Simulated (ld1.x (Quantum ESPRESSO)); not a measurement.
# Which change was made? (In, RRKJ)

In, norm-conserving RRKJ (Kleinman–Bylander form), made with ld1.x (Quantum ESPRESSO) 7.5 (PBE, fully relativistic). Core [Kr] 4d10, reference 5s2 5p1. Waves: 5s (bound): rc 2.35 bohr; 5p (bound): rc 2.95 bohr. Local part: the p channel. Core correction: Bessel-smoothed model core, default radius (core density twice the valence density). rho0 = 0.005.

Open shells are filled in proportion to 2j + 1 (rel_dist='average').

Cutoffs, loose and tight: the cutoffs (Ry, on a coarse ladder) from which the occupation-weighted sum of valence levels, in a spherical-Bessel basis at the reference potential, stays within 10 and 1 mRy of its value at 400 Ry. They do not see the model core or the augmentation charge, which bear on the density cutoff. Test errors are all-electron minus pseudo excitation energies from the reference, over the configurations 5s2 5p0; 5s1 5p0; 5s2 5p0.5; 5s0 5p3; 5s1 5p2; 5s1 5p1; 5s2 5p1.3; variants that change the core or the reference have their own tests. The largest error is taken over the tests solved by every variant that gives reliable tests at all, those not shown here included: 5s0 5p3; 5s1 5p1; 5s1 5p2; 5s2 5p0; 5s2 5p0.5; 5s2 5p1.3.

The base gives: outcome: generated, misses its reference levels by 0.21 eV; cutoff, loose: 21 Ry; cutoff, tight: 30 Ry; bound ghosts: none; largest test error (meV): -82.

After one change the result is: outcome: generated; cutoff, loose: 12 Ry; cutoff, tight: 30 Ry; bound ghosts: s; largest test error (meV): -91. Which change was it?
A. wave 5s (bound): rc 2.35 bohr becomes 5s (bound): rc 1.50 bohr
B. local potential all-electron potential smoothed inside 1.95 bohr (lloc = -1)
C. wave 5p (bound): rc 2.95 bohr becomes 5p (bound): rc 3.72 bohr

B. The others give: wave 5s (bound): rc 2.35 bohr becomes 5s (bound): rc 1.50 bohr → outcome: failed: compute_chi: n is too large | wave 5p (bound): rc 2.95 bohr becomes 5p (bound): rc 3.72 bohr → outcome: generated, misses its reference levels by 0.21 eV; cutoff, loose: 21 Ry; cutoff, tight: 30 Ry; bound ghosts: s; largest test error (meV): -88.
